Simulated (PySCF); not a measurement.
## LDA on Cr²⁺ (chromium, charge +2)

Configuration: [Ar] 3d4, high-spin 5D determinant. Calculation: PySCF 2.14, in x2c-SVPall (5s3p3d1f, 36 functions); scalar relativity by spin-free X2C-1e.

```json
{
  "Total energy": "-1047.370 hartree",
  "One-electron energy": "-1427.226 hartree",
  "Hartree (Coulomb) energy": "426.123 hartree",
  "Exchange-correlation energy": "-46.267 hartree",
  "⟨S²⟩": "6.0002",
  "⟨L²⟩": "6.003",
  "Sum of ⟨r⟩": "14.68 bohr",
  "Sum of ⟨r²⟩": "16.59 bohr²",
  "Traceless quadrupole moment −½Σ⟨3z² − r²⟩ along its main axis": "-0.519 e·bohr²",
  "Langevin diamagnetic susceptibility": "-13.1 ×10⁻⁶ cm³/mol",
  "Time after the integrals": "0.37 s of wall time on 1 thread of Neoverse-N1 (shared host)"
}
```

```csv
shell,electrons,mean orbital energy (eV),spread (eV),"rms radius, mean of both spins (bohr)"
1s α,1,-5882.4,0,0.0735
1s β,1,-5882.4,0,0.0735
2s α,1,-687.49,0,0.318
2s β,1,-685.94,0,0.318
2p α,3,-582.46,0.530,0.288
2p β,3,-581.24,0.776,0.288
3s α,1,-96.396,0,0.966
3s β,1,-92.488,0,0.966
3p α,3,-68.022,0.842,1.04
3p β,3,-64.184,1.638,1.04
3d α,4,-24.459,0.894,1.37
```

Densities and radii are taken from the X2C orbitals without a picture-change correction, which distorts them close to the nucleus.
